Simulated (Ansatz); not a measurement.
Relaxation of CH11BOSi3 (17 atoms, charge 0, multiplicity 1), to a largest force component of 0.02 eV/Å in at most 50 steps.

Level of theory: RKS B3LYP-D4/6-31G* in Ansatz 0.2.0.

```xyz
17
Properties=species:S:1:pos:R:3
B -1.917 -0.966 1.565
O -0.693 -0.213 1.482
Si -0.178 -0.370 -0.158
Si 0.957 -2.328 -0.412
C 1.076 0.985 -0.537
Si 0.228 2.666 -0.377
H -2.950 -0.340 1.361
H -1.952 -2.046 1.847
H -1.259 -0.252 -1.058
H -0.064 -3.424 -0.099
H 2.010 -2.419 0.541
H 1.385 -2.445 -1.775
H 1.868 0.969 0.185
H 1.436 0.877 -1.533
H -0.891 2.700 -1.325
H 1.199 3.752 -0.658
H -0.272 2.852 0.992
```

Question: Where does it end, and by what steps?

Answer: The forces met the threshold. After 18 steps the energy has fallen by 1.137 eV; O2 moved furthest, 1.13 Å.

```json
{"step": "0", "energy less start (eV)": "0.0000", "largest force component (eV/Å)": "4.013", "accepted": "yes"}
{"step": "1", "energy less start (eV)": "-0.5348", "largest force component (eV/Å)": "1.365", "accepted": "yes"}
{"step": "2", "energy less start (eV)": "-0.6856", "largest force component (eV/Å)": "0.913", "accepted": "yes"}
{"step": "3", "energy less start (eV)": "-0.8351", "largest force component (eV/Å)": "0.530", "accepted": "yes"}
{"step": "4", "energy less start (eV)": "-0.9233", "largest force component (eV/Å)": "0.720", "accepted": "yes"}
{"step": "5", "energy less start (eV)": "-1.0064", "largest force component (eV/Å)": "0.310", "accepted": "yes"}
{"step": "6", "energy less start (eV)": "-1.0649", "largest force component (eV/Å)": "0.175", "accepted": "yes"}
{"step": "7", "energy less start (eV)": "-1.0955", "largest force component (eV/Å)": "0.441", "accepted": "yes"}
{"step": "8", "energy less start (eV)": "-1.1239", "largest force component (eV/Å)": "0.093", "accepted": "yes"}
{"step": "9", "energy less start (eV)": "-1.1298", "largest force component (eV/Å)": "0.254", "accepted": "yes"}
{"step": "10", "energy less start (eV)": "-1.1287", "largest force component (eV/Å)": "0.271", "accepted": "no"}
{"step": "11", "energy less start (eV)": "-1.1310", "largest force component (eV/Å)": "0.239", "accepted": "yes"}
{"step": "12", "energy less start (eV)": "-1.1361", "largest force component (eV/Å)": "0.033", "accepted": "yes"}
{"step": "13", "energy less start (eV)": "-1.1362", "largest force component (eV/Å)": "0.037", "accepted": "yes"}
{"step": "14", "energy less start (eV)": "-1.1367", "largest force component (eV/Å)": "0.048", "accepted": "yes"}
{"step": "15", "energy less start (eV)": "-1.1369", "largest force component (eV/Å)": "0.048", "accepted": "yes"}
{"step": "16", "energy less start (eV)": "-1.1370", "largest force component (eV/Å)": "0.041", "accepted": "yes"}
{"step": "17", "energy less start (eV)": "-1.1370", "largest force component (eV/Å)": "0.027", "accepted": "yes"}
{"step": "18", "energy less start (eV)": "-1.1371", "largest force component (eV/Å)": "0.006", "accepted": "yes"}
```

```xyz
17
Properties=species:S:1:pos:R:3
B -1.801 -0.819 1.677
O -1.397 -0.111 0.601
Si -0.244 -0.397 -0.604
Si 0.812 -2.481 -0.336
C 0.983 1.023 -0.554
Si 0.185 2.722 -0.296
H -2.647 -0.345 2.380
H -1.316 -1.895 1.915
H -0.985 -0.350 -1.894
H -0.142 -3.622 -0.375
H 1.574 -2.533 0.942
H 1.784 -2.646 -1.456
H 1.725 0.858 0.238
H 1.532 1.029 -1.506
H -0.969 2.893 -1.219
H 1.173 3.800 -0.578
H -0.285 2.873 1.104
```

Whether the end is a true minimum wasn't checked by a vibrational analysis.

Run time: 53 s on 2 threads of AMD EPYC 9R45 96-Core Processor (Zen 5), on a shared host, peak memory 0.35 GiB.
